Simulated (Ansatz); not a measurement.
Ansatz (a first-principles code) input (RPA@PBE/cc-pVTZ):

Ansatz 0.2 input:
```yaml
crystal:
  periodic: [false, false, false]
  atoms:
    - {symbol: C, position_ang: [2.05514469, -0.09376733, 0.10397261]}
    - {symbol: N, position_ang: [0.79336591, -0.73216942, -0.09964979]}
    - {symbol: B, position_ang: [-0.40715035, -0.08224437, -0.04084837]}
    - {symbol: C, position_ang: [-1.77771215, -0.91476721, -0.28996067]}
    - {symbol: C, position_ang: [-0.65717101, 1.50020802, 0.26205023]}
    - {symbol: H, position_ang: [2.61822976, -0.54851191, 0.94133109]}
    - {symbol: H, position_ang: [2.72069797, -0.20409206, -0.77346339]}
    - {symbol: H, position_ang: [2.03090878, 0.99776954, 0.32176172]}
    - {symbol: H, position_ang: [-2.35486225, -0.52118879, -1.14073730]}
    - {symbol: H, position_ang: [-1.56196576, -1.96908602, -0.48883068]}
    - {symbol: H, position_ang: [-2.45736392, -0.86572114, 0.57461727]}
    - {symbol: H, position_ang: [-1.19456254, 1.98107868, -0.56805616]}
    - {symbol: H, position_ang: [-1.29697702, 1.63683941, 1.14583924]}
    - {symbol: H, position_ang: [0.25651614, 2.07927918, 0.43295554]}
basis:
  gaussian:
    orbitals: cc-pVTZ
hamiltonian:
  xc: pbe
total_charge: -1
magnetization: {spin_polarized: false}
correlation: {method: rpa, electrons: outside_noble_gas}
```

End of the output:

```
integrals: 0.69 GiB planned
1553 factors; integrals over basis functions are off by at most 1.1e-3 eV
0.42 GiB of the device are held for the grids
1.30 GiB of device memory are held for the factors and their scratch space
mean field: 1.83 GiB planned
mean field evaluation 1: about -5405.0458 eV, gradient 7.8e1 eV
mean field evaluation 2: about -5405.0387 eV, gradient 7.8e1 eV
mean field evaluation 4: about -5410.9968 eV, gradient 6.1e1 eV
mean field evaluation 8: about -5419.4541 eV, gradient 5.5e-1 eV
mean field evaluation 16: about -5419.4538 eV, gradient 7.8e-4 eV
mean field evaluation 32: about -5391.6928 eV, gradient 7.6e1 eV
mean field -5419.45375480 eV, -199.1612520512 hartree, gradient 3.9e-6 eV, S^2 0.000000; 2 other end points of the search recorded, 0 dependent functions left out
5 core orbitals not correlated
reference -5387.75149239 eV, -197.9962153961 hartree; 15, 15 occupied and 256, 256 virtual orbitals, 1553 factors
Total energy: -5427.31812074 eV, -199.4502621687 hartree
```

It need not be the lowest isomer of its formula. Whether it binds its extra electron was not tested at this geometry.
